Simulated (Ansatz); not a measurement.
## Abstraction of Br: C4H9Br + GeH2Br → C4H9 + GeH2Br2

Species: C4H9Br (2-bromo-2-methylpropane) `CC(C)(C)Br`, singlet; GeH2Br `[GeH2][Br]`, doublet; C4H9 (tert-butyl radical) `C[C](C)C`, doublet; GeH2Br2 `[Br][GeH2][Br]`, singlet. A radical takes Br: the energy is the difference in strength between the C–Br bond broken and the Ge–Br bond made.

Shapes, held fixed at every level: PBE0-D4/def2-TZVP. Programs: Ansatz 0.2.0. The zero-point and thermal change to 298 K, harmonic and unscaled (PBE0-D4/def2-TZVP), is -3.9 kJ/mol.

```csv
level,kind,ΔH(298 K) (kJ/mol),less CCSD(T)/def2-TZVPP
HF/def2-TZVPP,Hartree–Fock,-90.2,-44.2
PBE-D4/def2-TZVPP,GGA,-51.6,-5.6
wB97M-V/def2-TZVPP,range-separated hybrid,-47.0,-1.0
MP2/def2-TZVPP,perturbation theory,-36.2,+9.8
CCSD(T)/def2-SVP,coupled cluster or CI,-47.6,-1.6
CCSD/def2-SVP,coupled cluster or CI,-53.9,-7.9
CCSD(T)/def2-TZVPP,coupled cluster or CI,-46.0,0.0
```

The highest level, CCSD(T)/def2-TZVPP, gives ΔH(298 K) = -46.0 kJ/mol; the levels span -90.2 to -36.2. The column of differences is taken from that level and isn't an error. No measured value is set beside it here. Open shells run unrestricted unless RO is named. Relativity is left out for Br, Ge unless named. Correlated rows may include outer-core shells of Br, Ge, which these sets cover unevenly.
